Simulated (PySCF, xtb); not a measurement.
Ga(Me)(SeH)2 (CH₅GaSe₂), SMILES [CH3][Ga]([SeH])[SeH].

GFN2-xTB (xtb) at its own geometry gives an orbital gap of 3.31 eV and a dipole moment of 3.26 D.

The structure is a stationary point at ωB97X-D3(BJ)/def2-SVP. Other conformers were not sampled.

**Question.** What does B3LYP/def2-TZVP in PySCF give? (The exact figures need the calculation; the answer reports its results.)

**Answer.** gap 5.69 eV (levels -6.75 and -1.06 eV), dipole 1.63 D.
